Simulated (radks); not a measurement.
Hf+, 71 electrons, occupied as [Xe] 4f14 5d1 6s2. All-electron calculation, Dirac Kohn-Sham, PBE, spin-unpolarised, spherical densities, point nucleus; open shells are shared between the two j in proportion to 2j + 1; speed of light set to 13703.6 atomic units (100 times the physical value, a model run). Program: a radial shooting solver on a logarithmic mesh with Libxc functionals.

Unscreened Slater integrals over Kohn-Sham orbitals (eV). Large and small components are both included.

integral           value
F0(6s1/2,6s1/2)   7.3173
F0(6s1/2,5d5/2)   8.5454
G2(6s1/2,5d5/2)   2.1597
F0(6s1/2,5d3/2)   8.5454
G2(6s1/2,5d3/2)   2.1597
F0(6s1/2,4f7/2)   9.6073
G3(6s1/2,4f7/2)  0.26824
F0(5d5/2,5d5/2)   11.901
F2(5d5/2,5d5/2)   6.0495
F4(5d5/2,5d5/2)   3.9401
F0(5d5/2,5d3/2)   11.901
F2(5d5/2,5d3/2)   6.0495
G2(5d5/2,5d3/2)   6.0495
G4(5d5/2,5d3/2)   3.9401
F0(5d5/2,4f7/2)   15.614
F2(5d5/2,4f7/2)   3.3810
F4(5d5/2,4f7/2)   1.5641
G1(5d5/2,4f7/2)   1.3598
G3(5d5/2,4f7/2)   1.1430
G5(5d5/2,4f7/2)  0.87957
F0(5d3/2,5d3/2)   11.901
F2(5d3/2,5d3/2)   6.0495
F0(5d3/2,4f7/2)   15.614
F2(5d3/2,4f7/2)   3.3810
G3(5d3/2,4f7/2)   1.1430
G5(5d3/2,4f7/2)  0.87958
F0(4f7/2,4f7/2)   38.804
F2(4f7/2,4f7/2)   18.546
F4(4f7/2,4f7/2)   11.657
F6(4f7/2,4f7/2)   8.3929
